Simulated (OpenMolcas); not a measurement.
Cr3+ in a point-charge field

Cr3+ among 6 point charges of -2 e arranged as a tetragonal octahedron (D4h), 1.9 Å from the ion, with the axial distance 1.919 Å.
```
   1.9000    0.0000    0.0000  -2.00
   0.0000    1.9000    0.0000  -2.00
  -1.9000    0.0000    0.0000  -2.00
   0.0000   -1.9000    0.0000  -2.00
   0.0000    0.0000    1.9190  -2.00
   0.0000    0.0000   -1.9190  -2.00
```

| Property | Result |
| --- | --- |
| Program | OpenMolcas |
| Method | SS-CASPT2, IPEA 0.25 Eh, imaginary shift 0.1 Eh (closed shells correlated: 3s 3p) |
| Basis | ANO-RCC-VDZP [5s4p2d1f] |
| Scalar Hamiltonian | DKH2, point nucleus |
| Active space | 3 electrons in 5 orbitals (3d) |
| State averaging | 2S+1 = 4 even, 10 roots; 2S+1 = 2 even, 40 roots |
| Spin-orbit coupling | state interaction with AMFI integrals over the reference wave functions |

The lowest spin-free states (labels of D4, the rotations of D4h), above the lowest:

```json
{"State": "4B1", "Degeneracy": "1", "E (cm-1)": "0", "Free-ion L (%)": "F (100)"}
{"State": "4E", "Degeneracy": "2", "E (cm-1)": "6730", "Free-ion L (%)": "F (100)"}
{"State": "4B2", "Degeneracy": "1", "E (cm-1)": "6900", "Free-ion L (%)": "F (100)"}
{"State": "4A2", "Degeneracy": "1", "E (cm-1)": "10790", "Free-ion L (%)": "F (96)"}
{"State": "4E", "Degeneracy": "2", "E (cm-1)": "11070", "Free-ion L (%)": "F (97)"}
{"State": "2A1", "Degeneracy": "1", "E (cm-1)": "17000", "Free-ion L (%)": "G (74)"}
{"State": "2B1", "Degeneracy": "1", "E (cm-1)": "17140", "Free-ion L (%)": "G (74)"}
{"State": "2E", "Degeneracy": "2", "E (cm-1)": "18030", "Free-ion L (%)": "G (65)"}
{"State": "2A2", "Degeneracy": "1", "E (cm-1)": "18060", "Free-ion L (%)": "G (65)"}
{"State": "2A1", "Degeneracy": "1", "E (cm-1)": "20610", "Free-ion L (%)": "G (100)"}
{"State": "2B2", "Degeneracy": "1", "E (cm-1)": "21580", "Free-ion L (%)": "G (71)"}
{"State": "2E", "Degeneracy": "2", "E (cm-1)": "21660", "Free-ion L (%)": "G (74)"}
{"State": "4A2", "Degeneracy": "1", "E (cm-1)": "22240", "Free-ion L (%)": "P (96)"}
{"State": "4E", "Degeneracy": "2", "E (cm-1)": "22700", "Free-ion L (%)": "P (97)"}
{"State": "2B2", "Degeneracy": "1", "E (cm-1)": "25000", "Free-ion L (%)": "H (68)"}
{"State": "2E", "Degeneracy": "2", "E (cm-1)": "25040", "Free-ion L (%)": "H (68)"}
{"State": "2E", "Degeneracy": "2", "E (cm-1)": "25780", "Free-ion L (%)": "H (51)"}
{"State": "2A2", "Degeneracy": "1", "E (cm-1)": "25810", "Free-ion L (%)": "H (53)"}
{"State": "2B1", "Degeneracy": "1", "E (cm-1)": "26770", "Free-ion L (%)": "H (54)"}
{"State": "2A1", "Degeneracy": "1", "E (cm-1)": "26990", "Free-ion L (%)": "H (54)"}
```

The lowest levels with spin-orbit coupling:

| E (cm-1) | Degeneracy | Label | 2S+1 | g |
| --- | --- | --- | --- | --- |
| 0 | 2 | E3/2 | 4 | 1.88 3.76 3.76 |
| 0 | 2 | E1/2 | 4 | 0.00 0.00 5.65 |
| 6640 | 2 | E3/2 | 4 | 1.56 1.56 3.96 |
| 6710 | 2 | E3/2 | 4 | 0.24 2.02 2.02 |
| 6740 | 2 | E1/2 | 4 | 1.72 1.72 2.00 |
| 6810 | 2 | E1/2 | 4 | 1.95 1.95 5.45 |
| 6910 | 2 | E3/2 | 4 | 2.00 3.86 3.86 |
| 6940 | 2 | E1/2 | 4 | 0.12 0.12 6.11 |
| 10710 | 2 | E1/2 | 4 | 1.32 2.74 2.74 |
| 10720 | 2 | E3/2 | 4 | 0.11 0.11 4.21 |
| 10920 | 2 | E3/2 | 4 | 0.52 0.52 3.82 |
| 11140 | 2 | E3/2 | 4 | 0.76 0.76 1.22 |
| 11220 | 2 | E1/2 | 4 | 1.12 1.86 1.86 |
| 11370 | 2 | E1/2 | 4 | 3.46 3.46 6.09 |
| 17010 | 2 | E1/2 | 2 | 0.62 1.53 1.53 |
| 17140 | 2 | E3/2 | 2 | 0.74 0.74 1.87 |
| 18010 | 2 | E3/2 | 2 | 1.06 1.06 3.53 |
| 18040 | 2 | E1/2 | 2 | 1.95 1.95 2.28 |
| 18150 | 2 | E1/2 | 2 | 0.16 0.27 0.27 |
| 20690 | 2 | E1/2 | 2 | 2.65 2.65 2.68 |

Powder χT (cm3 K/mol): 1.66 at 2 K, 1.66 at 10 K, 1.68 at 50 K, 1.69 at 100 K, 1.72 at 200 K, 1.75 at 300 K. The effective moment at 300 K is 2.828 √(χT) = 3.74 μB.

The lowest level has 2S+1 = 4, for which the spin-only value is χT = S(S+1) / 2 = 1.875 cm3 K/mol (g = 2). The computed 1.753 at 300 K differs by -0.122, through orbital momentum, spin-orbit coupling and any other state in reach.

Free-ion shares, where given, are those of the reference states; single-state CASPT2 does not remix them. This is an electrostatic model: the charges have no orbitals. No measured value stands beside these numbers.
